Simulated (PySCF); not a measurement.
```xyz
4

Ga    -0.0001     0.0000     0.0007
H      1.5432    -0.2849     0.0099
H     -1.0185    -1.1939    -0.0259
H     -0.5246     1.4788     0.0153
```

Charge 0, multiplicity 1.

Give the Mulliken and meta-Löwdin atomic charges from PBE-D3(BJ)/def2-TZVP // B3LYP-D3(BJ)/def2-TZVP (PySCF 2.14.0).


```csv
atom,Mulliken (e),meta-Löwdin (e)
Ga1,0.21,0.17
H2,-0.07,-0.06
H3,-0.07,-0.06
H4,-0.07,-0.06
```
